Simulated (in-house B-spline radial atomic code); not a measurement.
Radial electron density of the iodine ion I⁴⁺, [Kr] 4d10 5s2 5p1. All numbers are computed (scalar-relativistic (X2C) Hartree-Fock with fractional occupations, spin-polarised, spherical fractional occupations; Fermi nucleus of rms radius 4.75 fm) with a radial B-spline atomic code at the basis-set limit, not measured.

Caution: exact exchange at fractional occupations of open shells leaves self-interaction of up to several eV.

One-electron X2C: radii and densities carry no picture-change correction, so inner-shell <1/r> comes out high (for 1s by about 2 % at Z = 33, 5 % at 54, 10 % at 75, 30 % at 118) and <r> low.

Columns: r (bohr), 4πr²n(r) (electrons per bohr), bar.

```
0.000875    2.326 #
 0.00108    3.238 ##
 0.00133    4.472 ##
 0.00164    6.156 ###
 0.00203    8.464 ####
  0.0025    11.45 ######
 0.00309    15.41 ########
 0.00381     20.4 ##########
  0.0047    26.57 #############
  0.0058    33.93 #################
 0.00716    42.26 #####################
 0.00884    51.02 #########################
  0.0109    59.25 #############################
  0.0135    65.87 #################################
  0.0166     69.3 ##################################
  0.0205       69 ##################################
  0.0253     65.4 ################################
  0.0312    60.95 ##############################
  0.0385     59.5 ##############################
  0.0475    64.39 ################################
  0.0586    75.23 #####################################
  0.0724    86.19 ###########################################
  0.0893    88.62 ############################################
    0.11    79.58 ########################################
   0.136    66.69 #################################
   0.168    63.25 ###############################
   0.207    70.82 ###################################
   0.255    74.42 #####################################
   0.315    60.48 ##############################
   0.389    37.17 ##################
    0.48     24.4 ############
   0.592    25.97 #############
   0.731    28.13 ##############
   0.902    22.22 ###########
    1.11    13.04 ######
    1.37    6.564 ###
    1.69     3.57 ##
    2.09    2.003 #
    2.58   0.9032 
    3.18   0.2741 
    3.93  0.04887 
    4.85  0.00478 
    5.98 0.0002276 
    7.38 4.317e-06
```

On this grid the curve has 4 maxima, near 0.0166, 0.0893, 0.255, 0.731 bohr.

The 5s up radial function P(r) = rR(r), positive near the nucleus:

| r (bohr) | P |
| --- | --- |
| 0.000377 | 0.01416 |
| 0.000575 | 0.01991 |
| 0.000875 | 0.02781 |
| 0.00133 | 0.03851 |
| 0.00203 | 0.05285 |
| 0.00309 | 0.07096 |
| 0.0047 | 0.09225 |
| 0.00716 | 0.1138 |
| 0.0109 | 0.1278 |
| 0.0166 | 0.1196 |
| 0.0253 | 0.06828 |
| 0.0385 | -0.03737 |
| 0.0586 | -0.1623 |
| 0.0893 | -0.1873 |
| 0.136 | 0.01009 |
| 0.207 | 0.2756 |
| 0.315 | 0.1437 |
| 0.48 | -0.3585 |
| 0.731 | -0.3086 |
| 1.11 | 0.4668 |
| 1.69 | 0.8811 |
| 2.58 | 0.4929 |
| 3.93 | 0.08824 |
| 5.98 | 0.003343 |
